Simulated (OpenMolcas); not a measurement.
Tc3+ (d4) among equal point charges was computed by CASSCF with the d shell active (OpenMolcas, ANO-RCC-VDZP on the metal). Its lowest spin-free states, and all those of the highest spin:

```json
{"2S+1": "5", "Degeneracy": "1", "E (cm-1)": "0.0"}
{"2S+1": "5", "Degeneracy": "1", "E (cm-1)": "6157"}
{"2S+1": "5", "Degeneracy": "2", "E (cm-1)": "11892"}
{"2S+1": "5", "Degeneracy": "1", "E (cm-1)": "14402"}
{"2S+1": "3", "Degeneracy": "1", "E (cm-1)": "16843"}
{"2S+1": "3", "Degeneracy": "1", "E (cm-1)": "19586"}
{"2S+1": "3", "Degeneracy": "2", "E (cm-1)": "20299"}
{"2S+1": "3", "Degeneracy": "1", "E (cm-1)": "20593"}
{"2S+1": "3", "Degeneracy": "1", "E (cm-1)": "20667"}
{"2S+1": "3", "Degeneracy": "2", "E (cm-1)": "21730"}
{"2S+1": "3", "Degeneracy": "1", "E (cm-1)": "22858"}
{"2S+1": "3", "Degeneracy": "2", "E (cm-1)": "23071"}
```

Is the site octahedral, tetrahedral or cube-like, axial, or of lower symmetry?

The states with 2S+1 = 5 have orbital degeneracies 1, 1, 2, 1. There are pairs but no triples, so the site is axial: not cubic, but with a proper or improper axis of order three or more. The run had Tc3+ among 5 point charges of -2 e arranged as a square pyramid (C4v), 2.22 Å from the ion, with the axial distance 1.909 Å.

Without dynamic correlation the repulsion within the d shell is too large (B by tens of per cent), so at a given field states of lower spin stand too high. Point charges give a weaker field than real ligands, and real ions of this kind are as a rule low spin; the high spin found here belongs to the model. Point charges carry no covalency, so the field is a model and not that of real ligands. An unlabelled pair can be two single states that coincide in this model. No measured value stands beside these numbers.
